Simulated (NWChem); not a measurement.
System: CH$_{5}$Bi; SMILES [CH3][BiH2]

Here is an NWChem input.

```
start job
memory heap 200 mb stack 900 mb global 1100 mb
geometry units angstroms noautoz
  Bi     0.034667     0.235240    -0.000249
  H     -1.246063     0.318090     1.289158
  H     -1.259768     0.317697    -1.275924
  C      0.010536    -2.070161     0.000221
  H      0.535670    -2.422887    -0.907060
  H     -1.030874    -2.436531     0.005813
  H      0.545276    -2.422615     0.901982
end
basis spherical
  * library def2-svp
end
ecp
  Bi library def2-ecp
end
dft
  xc xctpssh
  iterations 150
  mulliken
end
task dft energy
```

Output (shortened):

```
             Northwest Computational Chemistry Package (NWChem) 7.3.0
             --------------------------------------------------------

 CS  symmetry detected

                             Geometry "geometry" -> ""
                             -------------------------

 Output coordinates in angstroms (scale by  1.889725989 to convert to a.u.)

  No.       Tag          Charge          X              Y              Z
 ---- ---------------- ---------- -------------- -------------- --------------
    1 Bi                  83.0000     0.02904676     0.23042963     0.00000000
    2 H                    1.0000    -1.25871741     0.31049433     1.28255911
    3 H                    1.0000    -1.25871741     0.31049433    -1.28255911
    4 C                    6.0000     0.00954850    -2.07501525     0.00000000
    5 H                    1.0000     0.54020037    -2.42653913    -0.90453360
    6 H                    1.0000    -1.03113767    -2.44347823     0.00000000
    7 H                    1.0000     0.54020037    -2.42653913     0.90453360

 Effective nuclear repulsion energy (a.u.)     221.4098764984

      Symmetry information
      --------------------

 Group name             Cs
 Group number              2
 Group order               2
 No. of unique centers     5

                                 NWChem DFT Module
                                 -----------------

 Summary of "ao basis" -> "ao basis" (spherical)
 ------------------------------------------------------------------------------
       Tag                 Description            Shells   Functions and Types
 ---------------- ------------------------------  ------  ---------------------
 Bi                         def2-svp                10       26   4s4p2d
 H                          def2-svp                 3        5   2s1p
 C                          def2-svp                 6       14   3s2p1d

      Symmetry analysis of basis
      --------------------------

        a'         42
        a"         23

            General Information
            -------------------
          SCF calculation type: DFT
          Wavefunction type:  closed shell.
          No. of atoms     :     7
          No. of electrons :    34
           Alpha electrons :    17
            Beta electrons :    17
          Charge           :     0
          Spin multiplicity:     1
          Use of symmetry is: on ; symmetry adaption is: on
          Maximum number of iterations: 150
          AO basis - number of functions:    65
                     number of shells:    31
          Convergence on energy requested:  1.00D-06
          Convergence on density requested:  1.00D-05
          Convergence on gradient requested:  5.00D-04

              XC Information
              --------------
                  TPSS hybrid Method XC Functional
                     Hartree-Fock (Exact) Exchange  0.100
                  TPSS metaGGA Exchange Functional  0.900
             TPSS03 metaGGA Correlation Functional  1.000

             Grid Information
             ----------------
          Grid used for XC integration:  medium
          Radial quadrature: Mura-Knowles
          Angular quadrature: Lebedev.
          Tag              B.-S. Rad. Rad. Pts. Rad. Cut. Ang. Pts.
          ---              ---------- --------- --------- ---------
          Bi                  1.60      123           9.0       590
          H                   0.35       45          11.0       434
          C                   0.70       49           9.0       434
          Grid pruning is: on
          Number of quadrature shells:   307
          Spatial weights used:  Erf1

      Superposition of Atomic Density Guess
      -------------------------------------

 Sum of atomic energies:        -285.54021819

      Non-variational initial energy
      ------------------------------

 Total energy =    -254.200256
 1-e energy   =    -565.753813
 2-e energy   =     240.974751
 HOMO         =      -0.277559
 LUMO         =       0.019725

      Symmetry analysis of molecular orbitals - initial
      -------------------------------------------------

  Numbering of irreducible representations:

     1 a'          2 a"

  Orbital symmetries:

     1 a'          2 a'          3 a'          4 a"          5 a'
     6 a'          7 a"          8 a'          9 a"         10 a'
    11 a'         12 a'         13 a"         14 a'         15 a"
    16 a'         17 a'         18 a'         19 a"         20 a'
    21 a'         22 a'         23 a"         24 a"         25 a'
    26 a'         27 a'

     ---------------------------------------------
      Total Density - Mulliken Population Analysis
     ---------------------------------------------

    Atom       Charge   Shell Charges
 -----------   ------   -------------------------------------------------------
    1 Bi  23    22.59   2.92 -0.87  1.16  0.65  4.70  1.29  1.46  1.22  9.74  0.32
    2 H    1     1.09   0.63  0.45  0.01
    3 H    1     1.09   0.63  0.45  0.01
    4 C    6     6.60   1.99  0.95  0.34  2.02  1.28  0.01
    5 H    1     0.88   0.66  0.19  0.03
    6 H    1     0.88   0.66  0.19  0.03
    7 H    1     0.88   0.66  0.19  0.03

   convergence    iter        energy       DeltaE   RMS-Dens  Diis-err
 ---------------- ----- ----------------- --------- --------- ---------
 d= 0,ls=0.0,diis     1   -255.6071559379 -3.26D+02  1.20D-02  1.25D-01
 d= 0,ls=0.0,diis     2   -255.6202746279 -1.31D-02  5.31D-03  4.28D-02
 d= 0,ls=0.0,diis     3   -255.6220193179 -1.74D-03  2.28D-03  3.49D-02
 d= 0,ls=0.0,diis     4   -255.6274346807 -5.42D-03  4.54D-04  5.10D-04
 d= 0,ls=0.0,diis     5   -255.6275061606 -7.15D-05  5.78D-05  5.25D-06
 d= 0,ls=0.0,diis     6   -255.6275067183 -5.58D-07  2.35D-05  1.24D-06
 d= 0,ls=0.0,diis     7   -255.6275070023 -2.84D-07  2.95D-06  3.03D-08

         Total DFT energy =     -255.627507002254
      One electron energy =     -567.748815358101
           Coulomb energy =      265.848782426599
    Exchange-Corr. energy =      -24.306280470263
 Nuclear repulsion energy =       70.578806399511

 Numeric. integr. density =       34.000000104321

                  Occupations of the irreducible representations
                  ----------------------------------------------

                     irrep           alpha         beta
                     --------     --------     --------
                     a'               12.0         12.0
                     a"                5.0          5.0

                       DFT Final Molecular Orbital Analysis
                       ------------------------------------

 Vector   15  Occ=2.000000D+00  E=-2.985058D-01  Symmetry=a"
              MO Center= -7.4D-01,  1.8D-01, -4.2D-14, r^2= 3.0D+00
   Bfn.  Coefficient  Atom+Function         Bfn.  Coefficient  Atom+Function
  ----- ------------  ---------------      ----- ------------  ---------------
    13      0.378512  1 Bi pz                27      0.302204  2 H  s
    32     -0.302204  3 H  s                 28      0.204516  2 H  s
    33     -0.204516  3 H  s                  7     -0.196303  1 Bi pz
    16      0.192473  1 Bi pz                20     -0.134537  1 Bi d  1
    42     -0.097662  4 C  pz                10     -0.089189  1 Bi pz

 Vector   16  Occ=2.000000D+00  E=-2.838688D-01  Symmetry=a'
              MO Center= -3.0D-01, -5.4D-01,  3.2D-14, r^2= 3.4D+00
   Bfn.  Coefficient  Atom+Function         Bfn.  Coefficient  Atom+Function
  ----- ------------  ---------------      ----- ------------  ---------------
    41      0.304081  4 C  py                11      0.287605  1 Bi px
    12     -0.253468  1 Bi py                27     -0.209063  2 H  s
    32     -0.209063  3 H  s                 44      0.187513  4 C  py
    14      0.159814  1 Bi px                 5     -0.149193  1 Bi px
    28     -0.149208  2 H  s                 33     -0.149208  3 H  s

 Vector   17  Occ=2.000000D+00  E=-2.445896D-01  Symmetry=a'
              MO Center=  1.0D-02, -1.7D-01,  2.2D-15, r^2= 3.5D+00
   Bfn.  Coefficient  Atom+Function         Bfn.  Coefficient  Atom+Function
  ----- ------------  ---------------      ----- ------------  ---------------
     3      0.315431  1 Bi s                 12      0.309745  1 Bi py
    11      0.298397  1 Bi px                41     -0.287810  4 C  py
     4      0.279041  1 Bi s                  1     -0.215245  1 Bi s
    14      0.203751  1 Bi px                15      0.202574  1 Bi py
    44     -0.199546  4 C  py                 6     -0.161641  1 Bi py

 Vector   18  Occ=0.000000D+00  E=-1.589567D-02  Symmetry=a'
              MO Center=  9.6D-03, -1.3D-01,  2.0D-15, r^2= 4.8D+00
   Bfn.  Coefficient  Atom+Function         Bfn.  Coefficient  Atom+Function
  ----- ------------  ---------------      ----- ------------  ---------------
    39      0.980478  4 C  s                 15      0.795392  1 Bi py
    14     -0.501330  1 Bi px                28     -0.369723  2 H  s
    33     -0.369723  3 H  s                 44      0.338329  4 C  py
    12      0.315122  1 Bi py                57     -0.295423  6 H  s
    41      0.248502  4 C  py                52     -0.211046  5 H  s

 Vector   19  Occ=0.000000D+00  E=-7.446956D-03  Symmetry=a"
              MO Center= -1.2D-01,  2.7D-01, -2.0D-14, r^2= 4.2D+00
   Bfn.  Coefficient  Atom+Function         Bfn.  Coefficient  Atom+Function
  ----- ------------  ---------------      ----- ------------  ---------------
    16      1.000174  1 Bi pz                28     -0.716684  2 H  s
    33      0.716684  3 H  s                 13      0.409179  1 Bi pz
    27     -0.213513  2 H  s                 32      0.213513  3 H  s
     7     -0.201925  1 Bi pz                20      0.172349  1 Bi d  1
    10     -0.093824  1 Bi pz                45     -0.090887  4 C  pz

[...]
```

Level: TPSSh/def2-SVP with def2 effective core potentials on Bi. Structure relaxed at the PBE-D3(BJ)/def2-SVP level. def2 effective core potentials on Bi; no spin-orbit coupling.
